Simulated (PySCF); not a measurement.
PySCF job for Cl3OTa, SMILES [Cl][Ta](=[O])([Cl])[Cl] (connectivity only; charge and spin as stated), charge +1, multiplicity 2, IEF-PCM-M06-2X/def2-SVP. Geometry optimised at B3LYP-D3(BJ)/def2-SVP. The multiplicity is an assumed one; no other spin state was optimised. The isomer is the one that the SMILES or the coordinates give; other isomers of the formula were not compared. The def2 effective core potentials stand for the cores of Ta; spin–orbit coupling is left out.

```python
import numpy as np
from pyscf import gto, scf, dft
from pyscf.solvent import pcm

mol = gto.M(
    atom='''
    Ta    0.00630963   -0.11427141    0.00000000
    O     0.23059706   -1.95224192   -0.00000000
    Cl    2.15747714    0.55413737    0.00000005
    Cl   -1.14654381    0.42762979   -1.84870832
    Cl   -1.14654390    0.42762979    1.84870827
    ''',
    basis='def2-SVP',
    ecp={'Ta': 'def2-svp'},
    charge=1,
    spin=1,
    max_memory=1600,
    verbose=3,
)
mf = dft.UKS(mol, xc='m06-2x').density_fit(auxbasis='def2-universal-jkfit')
mf.grids.level = 4
mf.conv_tol = 1e-9
mf.max_cycle = 100
mf.kernel()
fine, coarse = mf.grids, dft.Grids(mol).set(level=1).build(with_non0tab=True)
for _ in range(3):  # follow internal instabilities
    mf.grids = coarse
    mo, _, stable, _ = mf.stability(return_status=True, nroots=4)
    mf.grids = fine
    if stable:
        break
    mf.kernel(mf.make_rdm1(mo, mf.mo_occ))
res = {}
for name, eps in {'water': 78.355, 'tetrahydrofuran': 7.4257, 'N,N-dimethylformamide': 37.219}.items():
    s = mf.PCM()
    s.with_solvent.method, s.with_solvent.eps, s.with_solvent.lebedev_order = 'IEF-PCM', eps, 29
    s.kernel(mf.make_rdm1())
    res[name] = (s.e_tot, eps, s.dip_moment(), s.mo_energy, s.converged)
    print(f'{name}: electrostatic solvation free energy {(s.e_tot - mf.e_tot) * 627.509474:.3f} kcal/mol')
```

It prints:

```

WARN: HOMO -0.577306611493492 >= LUMO -0.577306611493493


WARN: HOMO -0.314806935959428 >= LUMO -0.314047841236655

converged SCF energy = -1512.01532784977  <S^2> = 0.76413278  2S+1 = 2.0140832
<class 'pyscf.df.df_jk.DFUKS'> wavefunction is stable in the internal stability analysis

WARN: PCM is an experimental feature. It is still in testing.
Features and APIs may be changed in the future.

converged SCF energy = -1512.11452633178  <S^2> = 0.76327423  2S+1 = 2.0132305

WARN: System has nonzero charge 1; the dipole moment is origin-dependent.
Location of origin: [0. 0. 0.]

Dipole moment(X, Y, Z, Debye):  0.33659,  0.69777, -0.00000
water: electrostatic solvation free energy -62.248 kcal/mol

WARN: PCM is an experimental feature. It is still in testing.
Features and APIs may be changed in the future.

converged SCF energy = -1512.10097102189  <S^2> = 0.76345705  2S+1 = 2.0134121

WARN: System has nonzero charge 1; the dipole moment is origin-dependent.
Location of origin: [0. 0. 0.]

Dipole moment(X, Y, Z, Debye):  0.32359,  0.70605, -0.00000
tetrahydrofuran: electrostatic solvation free energy -53.742 kcal/mol

WARN: PCM is an experimental feature. It is still in testing.
Features and APIs may be changed in the future.

converged SCF energy = -1512.1129260193  <S^2> = 0.76329741  2S+1 = 2.0132535

WARN: System has nonzero charge 1; the dipole moment is origin-dependent.
Location of origin: [0. 0. 0.]

Dipole moment(X, Y, Z, Debye):  0.33522,  0.69872, -0.00000
N,N-dimethylformamide: electrostatic solvation free energy -61.244 kcal/mol
```

The run converged.

Cost: about 5 core-minutes (a rough figure).
